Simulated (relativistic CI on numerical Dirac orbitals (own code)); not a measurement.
**V⁺ (3d4) in a crystal field**

Calculated by Dirac-Coulomb-Breit CI, KLI orbitals optimised for each configuration, a model potential for QED, valence Slater integrals scaled by 0.9, one configuration in a parametric crystal field (own radial code). With so little scaling, terms lie 10 to 35 % too far apart, which can change the order of excited levels.

Field parameters in Wybourne normalisation: Oh B⁴₀ = 21Dq, B⁴₄ = √(5/14) B⁴₀. The field is a parameter set, without covalency.

S is read from ⟨S²⟩ = S(S + 1).

Levels (cm⁻¹, degeneracy): 0 (1), 62 (3), 174 (2), 175 (3), 4752 (1), 4753 (3), 4753 (2), 4754 (3), 4755 (1), 8085 (3), 9207 (2), 16790 (1).

Task: Which field gives this pattern?
A. Oh, 10Dq = 4300 cm⁻¹
B. Oh, 10Dq = 13800 cm⁻¹
C. Oh, 10Dq = 21400 cm⁻¹
D. Oh, 10Dq = 8100 cm⁻¹

Result: C. Oh, 10Dq = 21400 cm⁻¹, ground level with S = 1.00.
